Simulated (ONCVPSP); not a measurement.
**Potentials for gallium compared**

Generated with ld1.x 7.5 (TM, RRKJ, ultrasoft, PAW), atompaw 4.2 or ONCVPSP 4.0.1. The cutoff is in Ry: for ld1.x and atompaw files where the sum of valence levels is converged to 10 mRy in a Bessel basis, for ONCV files where the hardest occupied wave has 1 mHa per electron of residual kinetic energy. The error is the largest all-electron minus pseudo excitation energy over each file’s own four to seven test configurations (ionisations up to +4, promotions, holes and added fractions of an electron), all of which were solved. The labels leave out finer settings (local radius, basis sizes, second energies), which also bear on the numbers. Spin-polarised tests are not counted. The rows are a selection from randomly drawn settings: files with unsolved tests, undetermined cutoffs or missed reference levels are left out.

A true bound ghost makes a file unfit for plane-wave use even where its test errors are small: the radial tests pick states by their node count and pass the ghost by.

| potential | cutoff (Ry) | largest error (meV) | bound ghosts |
| --- | --- | --- | --- |
| ONCV, PBE, scalar-relativistic, rc 1.60/2.00 (sp), local smoothed, core correction yes, reference 4s2 4p0.5, qcut 4.8/3.6, projectors 2/1 | 15 | +92 | s |
| ONCV, PBE, scalar-relativistic, rc 1.80/2.60/1.40 (spd), local smoothed, core correction yes, reference 3d10 4s2 4p0.75, qcut 3.9/3/12.4, projectors 2/2/1 | 117 | +37 | none |

Q: Fill in the row for Ga: ONCV, LDA (Perdew-Wang 92), fully relativistic, rc 1.30/1.15/1.25 (spd), local smoothed, core correction no, reference 3s2 3p6 3d10 4s2 4p0.5, qcut 9.1/12.9/10.6, projectors 2/3/2.

A: cutoff 110 Ry, largest error +1.8 meV, bound ghosts: none.

Q: Fill in the row for Ga: ONCV, PBEsol, scalar-relativistic, rc 1.15/1.30/0.70 (spd), local smoothed, core correction yes, reference 3s2 3p6 3d10 4s1 4p2, qcut 13.8/11.6/12.1, projectors 2/2/3.

A: cutoff 982 Ry, largest error +37 meV, bound ghosts: d.

Q: Fill in the row for Ga: ONCV, PBEsol, scalar-relativistic, rc 1.10/0.75/1.40/1.45 (spdf), local smoothed, core correction yes, reference 3s2 3p6 3d10 4s2, qcut 12.4/10.3/11.4/7.6, projectors 2/2/2/2.

A: cutoff 106 Ry, largest error +177 meV, bound ghosts: none.
